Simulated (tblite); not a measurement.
`C=CCCCNC`. Computed geometry: GFN2-xTB, gas phase.

```
atom  x, y, z in Å
C1    -3.0249   -1.7251    0.0158
C2    -2.3996   -0.7817   -0.6624
C3    -0.9703   -0.8499   -1.0956
C4    -0.1525    0.2852   -0.4749
C5     1.3151    0.2370   -0.9248
N6     2.1599    1.3031   -0.4264
C7     2.4179    1.2677    0.9983
H8    -2.5315   -2.6410    0.2982
H9    -4.0552   -1.6293    0.3141
H10   -2.9183    0.1304   -0.9303
H11   -0.5393   -1.8104   -0.8069
H12   -0.9196   -0.7678   -2.1856
H13   -0.5849    1.2474   -0.7648
H14   -0.2085    0.2060    0.6129
H15    1.7627   -0.7103   -0.6104
H16    1.3547    0.2811   -2.0183
H17    1.7635    2.2029   -0.6821
H18    3.1378    2.0491    1.2384
H19    1.5282    1.4138    1.6270
H20    2.8598    0.3025    1.2456
```

Problem. Which two atoms are farthest apart?

Solution. H9···H18, 8.13 Å; the next longest distance is 7.42 Å.

Problem. Work out the bond lengths C1=C2, C1–H9, C3–C4, C4–H14, C5–N6, C5–H16, C7–H19 in Å.

Solution. For C1=C2 the difference vector is (0.6253, 0.9434, -0.6782) Å, of length 1.3195 Å. C1=C2 1.319; C1–H9 1.077; C3–C4 1.531; C4–H14 1.092; C5–N6 1.449; C5–H16 1.095; C7–H19 1.099 Å.

Problem. Where is the centre of mass (commonest isotopes), and what is the radius of gyration?

Solution. Mass 99.105 u; centre at (-0.029, -0.003, -0.347) Å; Rg = √(Σ m r²/M) = 2.430 Å. As Ia + Ib + Ic = 2 Σ m r², the three principal moments sum to 1170.7 u·Å².

Problem. How far apart are these pairs, which share no bond: C5···H10, C5···H20, H9···H13, H11···H15, H11···H18, H17···H19?

Solution. C5···H10 4.235 Å (4 bonds apart); C5···H20 2.665 Å (3 bonds apart); H9···H13 4.635 Å (5 bonds apart); H11···H15 2.559 Å (4 bonds apart); H11···H18 5.710 Å (6 bonds apart); H17···H19 2.452 Å (3 bonds apart).

Problem. How far are the heavy atoms from their best plane (unweighted least squares)?

Solution. 0.277 Å rms; C1 0.25, C2 0.39, C3 0.25, C4 0.33, C5 0.31, N6 0.20, C7 0.12 Å (magnitudes).

Problem. Give the dihedral angles C4–C5–N6–H17, H9–C1–C2–H10, H12–C3–C4–H13, H13–C4–C5–H16, C5–N6–C7–H20.

Solution. C4–C5–N6–H17 -56° (synclinal); H9–C1–C2–H10 1° (synperiplanar); H12–C3–C4–H13 62° (synclinal); H13–C4–C5–H16 -64° (synclinal); C5–N6–C7–H20 57° (synclinal). Dihedral signs follow IUPAC: positive where, seen along the central bond, the front bond turns clockwise onto the rear one.

Problem. What are the angles C2–C1–H9, C4–C3–H11, C4–C5–H15, N6–C5–H16, C4–C5–H16, N6–C7–H19?

Solution. From the scalar product of the two bond vectors; for C2–C1–H9 it is -0.7562 Å² over 1.3195 × 1.0769 Å², cos θ = -0.5322. C2–C1–H9 122.2°; C4–C3–H11 109.5°; C4–C5–H15 109.5°; N6–C5–H16 107.0°; C4–C5–H16 109.0°; N6–C7–H19 114.5°.

Problem. What is the repulsion energy of the bare nuclei, Σ ZA·ZB/RAB?

Solution. 298.74 Eh over 190 pairs, with full nuclear charges and distances in bohr; the largest single term is 15.35 Eh (N6 with C7, or a pair equal to it).

Problem. Write the matrix of distances between heavy atoms (Å, lower triangle).

Solution. 
```
C1    0.000
C2    1.319  0.000
C3    2.495  1.495  0.000
C4    3.540  2.495  1.531  0.000
C5    4.855  3.861  2.536  1.536  0.000
N6    6.021  5.019  3.858  2.527  1.449  0.000
C7    6.289  5.492  4.511  3.121  2.445  1.448  0.000
```

Its GFN2-xTB frequencies are all real (lowest 50 cm⁻¹). One conformer, not necessarily the lowest. 3 starts were optimised and ended at 0.00, 0.28 and 0.59 kcal/mol (GFN2-xTB); the lowest of these is shown.

The run took 1.9 s wall, 1.1 s CPU on AMD EPYC, one thread, shared host with 64 logical CPUs at a one-minute load of 15. This is the geometry optimisation.
